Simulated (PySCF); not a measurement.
Species: (ClMg-mu-F)2.
Z-matrix (Å and degrees, PBE0-D3(BJ)/def2-SVP geometry), rows numbered from 1:
```
Mg
Cl  1  2.1990
F   1  1.9082  2  140.96
Mg  3  1.9069  1   99.44  2  -177.12
Cl  4  2.1986  3  140.39  1   179.28
F   1  1.9044  2  138.53  3  -176.68
```

The closed-shell ground state was solved at several levels (PySCF, density fitting, gas phase, non-relativistic).

```
              level  basis functions  total energy (Eh)  HOMO (eV)  LUMO (eV)  gap (eV)  dipole (D)
      PBE0/pcSseg-1              114         -1519.8247      -8.69      -1.93      6.76        0.28
CAM-B3LYP/def2-SVPD              142         -1520.0614     -10.18      -1.31      8.87        0.25
```

**Question.** What might KT2/pcSseg-1 (114 basis functions) give for the same quantities?

**Answer.** Total energy -1533.8194 Eh, HOMO -7.38 eV, LUMO -2.81 eV, gap 4.57 eV, dipole 0.26 D.

**Question.** Over all these levels, which gives the widest orbital gap and which the narrowest?

**Answer.** CAM-B3LYP/def2-SVPD (range-separated hybrid) has the widest, 8.87 eV, and KT2/pcSseg-1 (GGA) the narrowest, 4.57 eV. Functional and basis both differ between the two, so the spread mixes both effects.

**Question.** How far do the dipole and the HOMO energy spread over the levels?

**Answer.** The dipole runs from 0.25 to 0.28 D (mean 0.26 D) and the HOMO from -10.18 to -7.38 eV.

One conformer stands for the species.
